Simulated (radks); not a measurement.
Q: Species: Ba I. Configuration: [Kr] 4d10 5s1.5 5p6 6s2 7s0.5 (fractional occupations, a model configuration). Method: Dirac Kohn-Sham, PBE, spin-unpolarised, spherical densities, point nucleus; computed with a radial shooting solver on a logarithmic mesh with Libxc functionals. Some entries of the table are withheld. Estimate them.

orbital  occ.  eigenvalue (eV)  r(max) (bohr)
1s1/2       2        -37234.72        0.01642
2s1/2       2        -5887.030        0.09302
2p1/2       2        -5545.420        0.07107
2p3/2       4        -5163.675        0.07614
3s1/2       2        -1246.454            (1)
3p1/2       2        -1103.148         0.2531
3p3/2       4        -1029.356         0.2642
3d3/2       4        -778.0740         0.2133
3d5/2       6        -762.3452         0.2165
4s1/2       2              (2)         0.6254
4p1/2       2        -196.2146         0.6375
4p3/2       4        -180.8279         0.6615
4d3/2       4         -95.7570         0.6908
4d5/2       6         -93.1385         0.6988
5s1/2     1.5         -37.4690          1.466
5p1/2       2         -23.7474          1.612
5p3/2       4         -21.5808          1.679
6s1/2       2          -4.7743          3.861
6p1/2       0              (3)            (4)
6p3/2       0              (5)            (6)
7s1/2     0.5          -0.8529          11.37

A: 
(1) 3s1/2 r(max) (bohr): 0.2665
(2) 4s1/2 eigenvalue (eV): -248.3077
(3) 6p1/2 eigenvalue (eV): -2.4231
(4) 6p1/2 r(max) (bohr): 4.702
(5) 6p3/2 eigenvalue (eV): -2.2240
(6) 6p3/2 r(max) (bohr): 4.886
